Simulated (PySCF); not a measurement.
C2H6Si (SMILES C[Si]C), singlet, geometry from GFN2-xTB, with bond 3-2 at 1.3 times its length. Base run: HF/STO-3G (PySCF).

Geometry (Å):
```xyz
9

Si    -0.2578     0.1156     0.6993
C      0.7471     1.2673    -0.4726
H      0.9793     2.5359     0.1095
H      0.2251     1.4337    -1.4155
H      1.7209     0.8379    -0.7104
C     -0.4058    -1.4204    -0.4533
H      0.5745    -1.7923    -0.7533
H     -0.9562    -1.1808    -1.3637
H     -0.9287    -2.2418     0.0329
```
Charge 0, spin multiplicity 1.
All else is at PySCF's defaults.
Base energy -363.80597 Eh.

Variants of this job, named by their change:

```json
[
 {"change": "base", "ΔE vs base (mEh)": "0.000", "SCF cycles": "8"},
 {"change": "init_guess = huckel", "ΔE vs base (mEh)": "0.000", "SCF cycles": "9"},
 {"change": "solver = newton; init_guess = 1e", "ΔE vs base (mEh)": "0.000", "SCF cycles": "-"},
 {"change": "init_guess = atom", "ΔE vs base (mEh)": "0.000", "SCF cycles": "8"},
 {"change": "level_shift = 1.0 (with mf.max_cycle = 100)", "ΔE vs base (mEh)": "0.000", "SCF cycles": "18"},
 {"change": "diis_space = 2", "ΔE vs base (mEh)": "0.000", "SCF cycles": "10"},
 {"change": "solver = newton", "ΔE vs base (mEh)": "0.000", "SCF cycles": "-"},
 {"change": "diis_space = 4", "ΔE vs base (mEh)": "0.000", "SCF cycles": "8"},
 {"change": "conv_tol = 1e-6", "ΔE vs base (mEh)": "0.000", "SCF cycles": "6"},
 {"change": "init_guess = sap", "ΔE vs base (mEh)": "0.000", "SCF cycles": "8"},
 {"change": "level_shift = 0.3 (with mf.max_cycle = 100)", "ΔE vs base (mEh)": "0.000", "SCF cycles": "10"},
 {"change": "init_guess = 1e", "ΔE vs base (mEh)": "0.000", "SCF cycles": "11"},
 {"change": "diis = off; damp = 0.3 (with mf.diis_start_cycle = 200; with mf.max_cycle = 150)", "ΔE vs base (mEh)": "0.000", "SCF cycles": "15"}
]
```
